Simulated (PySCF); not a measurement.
# What a mistake does to a calculation on AlH2NOSi

Calculated results; nothing here was measured. The program is PySCF 2.14.0, an open-source quantum chemistry code, run on an isolated molecule that a program drew, which may never have been made. The molecule is AlH2NOSi (charge 0, singlet), drawn as the SMILES string `N=[SiH][O][Al]`.

Each row is a Hartree-Fock (HF) and frozen-core CCSD(T) single point in the cc-pV(D+d)Z basis, meant for a local HF minimum. Run 1 is clean. Each other run has one planted mistake out of seven kinds, and not every kind appears here: one electron removed, one electron added, multiplicity raised by two, geometry at a saddle point, minimal basis STO-3G, one bond length entered in bohr, all coordinates scaled. The reference is restricted for singlets and unrestricted otherwise, and also for a bond in bohr. Adding or removing an electron swaps singlet and doublet. Electrons count all cores. HOMO and LUMO are orbital energies over both spins, the gradient is its largest component, and the lowest frequency (negative if imaginary) is given only where the gradient is small. Bond lengths are over the 5 bonds as drawn. T1 is the CCSD diagnostic: over 0.02 (restricted) or 0.045 (unrestricted) a single reference is doubtful.

Geometry of the clean run:
```xyz
6
AlH2NOSi, angstrom
N    -1.6882   -1.8659   -0.6292
Si   -0.5750   -0.7891   -0.8233
O     0.5436   -0.1972    0.1777
Al    1.6887    0.3550    1.3332
H    -1.8979   -2.3919    0.1962
H    -0.4447   -0.1387   -2.1257
```

```
run,electrons,basis functions,<S^2>,HOMO (eV),LUMO (eV),gradient (hartree/bohr),lowest frequency (cm^-1),mean bond (Å),longest bond (Å),T1,HF (hartree),CCSD(T) (hartree),mistake
1,44,84,0.000,-9.13,1.18,1.9e-05,76,1.4710,1.718,0.0193,-661.40636,-661.93651,no fault
2,45,84,0.776,0.28,6.25,4.6e-02,-,1.4710,1.718,0.0227,-661.37914,-661.91449,one electron added
3,44,84,0.000,-7.44,-1.36,5.2e-02,-,1.7767,3.246,0.0312,-661.25330,-661.78667,?
4,43,84,0.753,-13.53,-7.81,6.0e-02,-,1.4710,1.718,0.0631,-661.09631,-661.60342,?
```

**Which mistake was planted in run 3, and what did it cost?**

The mean bond changes by a factor of 1.208 and the longest by 1.889, so the molecule wasn't scaled as a whole. A length L in bohr read as angstrom grows by (1/0.5292 - 1) L = 0.890 L. The 5 bonds together grew by 5 x 0.3057 = 1.528 Å, which gives L = 1.718 Å. That is bond O3-Al4, 1.718 Å in the clean geometry. So the mistake is: one bond length entered in bohr. Subtracting run 1 and multiplying by 627.51 kcal/mol a hartree, the energy moved by 96.0 kcal/mol in HF and 94.0 kcal/mol in CCSD(T).

**Which mistake was planted in run 4, and what did it cost?**

It counts 43 electrons, one fewer than the clean run, at the same geometry and basis. So the mistake is: one electron removed. Subtracting run 1 and multiplying by 627.51 kcal/mol a hartree, the energy moved by 194.6 kcal/mol in HF and 209.0 kcal/mol in CCSD(T).

Cautions from the logs. Run 2: the HOMO is above zero, so the electron isn't bound and the energy depends on the basis; run 4: T1 is over the limit, so its CCSD(T) energy is less reliable.
